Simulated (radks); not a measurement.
Initial-state core-level shifts of the bismuth ion Bi+ when its valence configuration changes from [Hg] 6p2. Calculated with a radial shooting solver on a logarithmic mesh with Libxc functionals: non-relativistic Kohn-Sham, TPSS, spin-unpolarised, spherical densities, point nucleus; meta-GGA in the generalised Kohn-Sham scheme; relativity is left out, which matters for an element this heavy. Shifts are changes of the shell-averaged eigenvalues in eV (positive: less bound); the change of the density at the nucleus, which sets a Mossbauer isomer shift, is in e/bohr^3, on a base of 4.112e+05.

[
 {"valence": "[Xe] 4f13 5d10 6s2 6p3", "1s": "-23.119", "2p": "-24.545", "3s": "-26.800", "5s": "-9.892", "density at nucleus": "+43.06"},
 {"valence": "[Xe] 4f14 5d10 6s1.5 6p2.5", "1s": "-0.608", "2p": "-0.601", "3s": "-0.609", "5s": "-0.604", "density at nucleus": "-15.02"},
 {"valence": "[Xe] 4f13.5 5d10 6s2 6p2.5", "1s": "-11.464", "2p": "-12.166", "3s": "-13.290", "5s": "-4.940", "density at nucleus": "+21.28"},
 {"valence": "[Xe] 4f13 5d10 6s1.5 6p3.5", "1s": "-23.692", "2p": "-25.112", "3s": "-27.375", "5s": "-10.457", "density at nucleus": "+26.10"},
 {"valence": "[Xe] 4f14 5d10 6s1 6p3", "1s": "-1.207", "2p": "-1.193", "3s": "-1.208", "5s": "-1.198", "density at nucleus": "-30.35"},
 {"valence": "[Xe] 4f14 5d9 6s2 6p3", "1s": "-7.047", "2p": "-7.223", "3s": "-7.084", "5s": "-6.113", "density at nucleus": "+12.15"},
 {"valence": "[Xe] 4f14 5d10 6s0.5 6p3.5", "1s": "-1.797", "2p": "-1.776", "3s": "-1.798", "5s": "-1.783", "density at nucleus": "-45.95"},
 {"valence": "[Xe] 4f14 5d9.5 6s1 6p3.5", "1s": "-4.685", "2p": "-4.758", "3s": "-4.706", "5s": "-4.225", "density at nucleus": "-25.98"}
]
